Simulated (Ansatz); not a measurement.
BrCl3Si (`Cl[Si](Cl)(Cl)Br`), 5 atoms. Total charge 0; spin multiplicity 1. Correlated methods include outer-core shells of Br, which these sets cover unevenly. Scalar relativity is left out up to krypton. All runs use 4 threads of a server CPU on a shared host. Correlated methods freeze the cores.

Question: How many basis functions does each run have, and how long does it take in Ansatz? RKS r2SCANh-D4/def2-TZVPP energy; RKS ωB97X-V/def2-TZVPP energy; RKS PBE0-D4/def2-TZVP relaxation (4 steps); direct RPA on PBE orbitals/def2-TZVPP energy; RKS ωB97M-V/def2-QZVPP energy; RKS HSE06-D4/def2-TZVPP energy; RKS PBE0-D4/def2-QZVPP energy; RHF-CCSD(T)/def2-SVP energy; RKS revPBE-D4/def2-TZVPP energy; RHF-CCSD(T)/def2-TZVPP energy; RKS PBE0-D4/def2-SVP energy; RKS ωB97M-V/def2-SVP energy. (Estimate.)

Answer: The calculation gave: Other jobs shared the machine, so times are rough.

```json
{"level": "RKS PBE0-D4/def2-SVP", "job": "energy", "functions": "104", "wall time": "1.2 s", "peak host memory (GiB)": "0.24"}
{"level": "RKS revPBE-D4/def2-TZVPP", "job": "energy", "functions": "216", "wall time": "2 s", "peak host memory (GiB)": "0.34"}
{"level": "RHF-CCSD(T)/def2-SVP", "job": "energy", "functions": "104", "wall time": "4.3 s", "peak host memory (GiB)": "0.34"}
{"level": "direct RPA on PBE orbitals/def2-TZVPP", "job": "energy", "functions": "216", "wall time": "4.4 s", "peak host memory (GiB)": "0.45"}
{"level": "RKS HSE06-D4/def2-TZVPP", "job": "energy", "functions": "216", "wall time": "4.6 s", "peak host memory (GiB)": "0.92"}
{"level": "RKS ωB97M-V/def2-SVP", "job": "energy", "functions": "104", "wall time": "5.5 s", "peak host memory (GiB)": "0.36"}
{"level": "RKS r2SCANh-D4/def2-TZVPP", "job": "energy", "functions": "216", "wall time": "7.5 s", "peak host memory (GiB)": "0.88"}
{"level": "RKS ωB97X-V/def2-TZVPP", "job": "energy", "functions": "216", "wall time": "9.5 s", "peak host memory (GiB)": "1"}
{"level": "RKS PBE0-D4/def2-QZVPP", "job": "energy", "functions": "369", "wall time": "12 s", "peak host memory (GiB)": "1.9"}
{"level": "RKS ωB97M-V/def2-QZVPP", "job": "energy", "functions": "369", "wall time": "24 s", "peak host memory (GiB)": "2"}
{"level": "RKS PBE0-D4/def2-TZVP", "job": "relaxation (4 steps)", "functions": "196", "wall time": "25 s", "peak host memory (GiB)": "0.72"}
{"level": "RHF-CCSD(T)/def2-TZVPP", "job": "energy", "functions": "216", "wall time": "2.1 min", "peak host memory (GiB)": "2.9"}
```

HSE06 is defined as in plane-wave codes.
